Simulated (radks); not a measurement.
Spin polarisation of the 4f10 shell in the dysprosium ion Dy2+. Start: [Xe] 4f(up 5, down 5); electrons of 4f are moved from spin down to spin up, other shells keep equal spins. All-electron calculation, non-relativistic Kohn-Sham, PBE, spin-polarised, spherical densities, point nucleus. Program: a radial shooting solver on a logarithmic mesh with Libxc functionals.

moment (Bohr magnetons)  E - E(0) (eV)  e(4f up) (eV)  e(4f down) (eV)  5p down minus up (eV)
0                                0.000        -20.449          -20.449                  0.000
1                               -0.193        -20.820          -20.049                  0.273
2                               -0.771        -21.163          -19.622                  0.547
3                               -1.733        -21.477          -19.167                  0.822
4                               -3.081        -21.762          -18.683                  1.099

At moment 4 the spin-polarisation energy is -3.081 eV and the 4f exchange splitting 3.078 eV, that is 0.770 eV per Bohr magneton; E = -I m^2/4 would give I = 0.770 eV.
